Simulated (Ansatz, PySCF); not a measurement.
Gas-phase reaction R1 → P1 + P2, each structure at its B3LYP-D3(BJ)/def2-TZVP stationary point, reached from a drawn start (curvature not checked).
R1: C3H11GaO (SMILES [CH3][Ga-]([CH3])([CH3])[OH2+]), charge 0, multiplicity 1.
P1: C2H7GaO (SMILES [CH3][Ga]([CH3])[OH]), charge 0, multiplicity 1.
P2, CH4 (SMILES C) (charge 0, multiplicity 1):
```xyz
5

C      0.000     0.000     0.000
H     -0.711    -0.284    -0.774
H      0.116     1.083     0.007
H     -0.367    -0.332     0.970
H      0.963    -0.467    -0.203
```

P less R. No zero-point or thermal terms; no spin–orbit coupling. One arrangement of each flexible species, with no search for the lowest.

Cores are frozen in the correlated methods. In cc and def2 sets filled d and f shells under p-block atoms count as core.

The values were computed with Ansatz (a first-principles code); PySCF for the D3/D4 terms. All values are computed, each at the level named.

The comparison value is -0.519 eV (CCSD(T)/cc-pVTZ). It is a level with limits of its own, not the exact answer.

### Question
Order these levels by how close they come to the comparison value for the reaction energy, closest first: B3LYP-D4/def2-TZVPP, PBE/def2-TZVPP, BHLYP-D3(BJ)/def2-TZVPP, revPBE-D3(BJ)/def2-TZVPP, B3LYP/def2-TZVPP. Give each level's value less the comparison value.

### Answer
revPBE-D3(BJ)/def2-TZVPP (0.000 eV), B3LYP-D4/def2-TZVPP (-0.017 eV), BHLYP-D3(BJ)/def2-TZVPP (0.028 eV), PBE/def2-TZVPP (-0.051 eV), B3LYP/def2-TZVPP (-0.174 eV)
